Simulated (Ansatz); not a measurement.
Reaction (formal exchange of groups at the Al–Al bond): `[NH2][AlH][AlH2]` + `CC1=CN1` → `CC1=[C]([AlH2])N1` + `[NH2][AlH2]`

Calculated with Ansatz (gas phase, PBE0-D4/def2-TZVP geometries, no zero-point term in ΔE). CCSD(T)/CBS is the MP2 limit (def2-TZVPP, def2-QZVPP) plus CCSD(T) − MP2 in def2-TZVPP, frozen cores. This one scheme is used for every species. DFT in def2-TZVPP. Each species was taken in one conformer, which may not be the lowest.

```csv
species,r2SCAN-D4 energy (Eh)
`[NH2][AlH][AlH2]`,-542.57113
`CC1=CN1`,-171.91504
`CC1=[C]([AlH2])N1`,-414.93420
`[NH2][AlH2]`,-299.57926
```

(1) Work out ΔE.

Largest T1 diagnostic among the species: 0.013.

Answers

(1) ΔE = (-414.93420) + (-299.57926) − (-542.57113) − (-171.91504) = -0.02729 Eh = -0.74 eV. CCSD(T)/CBS gives -0.63 eV.

The D4 term adds −0.03 eV with B3LYP and −0.02 eV with PBE0; it sums over pairs of atoms, weighted by their polarisabilities, and B3LYP, whose exchange is more repulsive, gets the larger term.

B3LYP here is the variant with VWN-RPA as its local correlation; programs differ in this.
